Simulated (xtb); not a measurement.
HO2, SMILES [O]O (connectivity only; charge and spin as stated), charge -1, multiplicity 1. All values are semi-empirical tight-binding results from xtb (GFN2-xTB unless named), good for trends rather than for accurate numbers. Geometry optimised at GFN2-xTB. The spin state was assumed, not searched. The isomer is the one that the SMILES or the coordinates give; other isomers of the formula were not compared.

```
Property                                          Value
---------------------------------------  --------------
point group as xtb finds it                          Cs
orbital gap                                     6.54 eV
zero-point energy                          8.2 kcal/mol
G − E(el) at 298.15 K (modified RRHO)     -5.5 kcal/mol
static polarisability (D4 model)             15.3 bohr³
solvation energy, GFN2-xTB/ALPB(water)   -88.0 kcal/mol
solvation energy, GFN2-xTB/ALPB(ch2cl2)  -71.9 kcal/mol
```

Computed IR lines (harmonic; lines under 4 % of the strongest left out, lines within 3 cm⁻¹ merged):
ν (cm⁻¹): 999 (s), 1169 (vs), 3540 (s) (against the strongest line: vs over 80 %, s over 45 %, m over 15 %, w over 4 %, vw less)
